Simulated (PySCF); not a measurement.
## Diatomic cations of Bi with group 13

HF with double-zeta basis sets in PySCF, for the lowest determinant that a PBE0 search found; no spin–orbit coupling. De refers to high-spin ground-configuration atoms (the charge goes to the atom of lower measured ionisation energy or higher electron affinity, which is not always the lowest computed limit). A positive dipole points towards Bi; it is taken about the centre of mass and depends on that origin.

```json
{"M": "B", "basis": "aug-cc-pVDZ-PP/aug-cc-pVDZ", "reference": "UHF", "charged atom": "Bi+", "state (unpaired electrons)": "quartet (σ ↑, π ↑↑)", "Re (Å)": "2.441", "ωe (cm⁻¹)": "301", "De (eV)": "n/a", "μ (D)": "-3.76"}
{"M": "Al", "basis": "cc-pV(D+d)Z/cc-pVDZ-PP", "reference": "UHF", "charged atom": "Al+", "state (unpaired electrons)": "quartet (σ ↑, π ↑↑)", "Re (Å)": "3.179", "ωe (cm⁻¹)": "110", "De (eV)": "n/a", "μ (D)": "-8.63"}
{"M": "Ga", "basis": "cc-pVDZ-PP", "reference": "UHF", "charged atom": "Ga+", "state (unpaired electrons)": "quartet (σ ↑, π ↑↑)", "Re (Å)": "3.303", "ωe (cm⁻¹)": "66.0", "De (eV)": "n/a", "μ (D)": "-7.40"}
{"M": "In", "basis": "def2-SVP", "reference": "UHF", "charged atom": "In+", "state (unpaired electrons)": "quartet (σ ↑, π ↑↑)", "Re (Å)": "3.557", "ωe (cm⁻¹)": "46.1", "De (eV)": "n/a", "μ (D)": "-7.10"}
{"M": "Tl", "basis": "def2-SVP", "reference": "UHF", "charged atom": "Tl+", "state (unpaired electrons)": "quartet (σ ↑, π ↑↑)", "Re (Å)": "3.756", "ωe (cm⁻¹)": "34.5", "De (eV)": "n/a", "μ (D)": "-5.89"}
```

The shortest bond is that of BiB⁺ (2.441 Å), the longest that of TlBi⁺ (3.756 Å).

The rows differ in basis set, which adds steps of its own.

Down a group the atoms grow and get heavier, so bonds lengthen and wavenumbers fall; this series shows no clear exception.

Spin–orbit coupling is left out, which matters for elements this heavy, above all for dissociation energies. Hartree–Fock leaves out correlation, which carries a large part of most bond energies and some tenths to 1 eV of ionisation energies. States were picked by a PBE0 search and need not be the measured ground states.
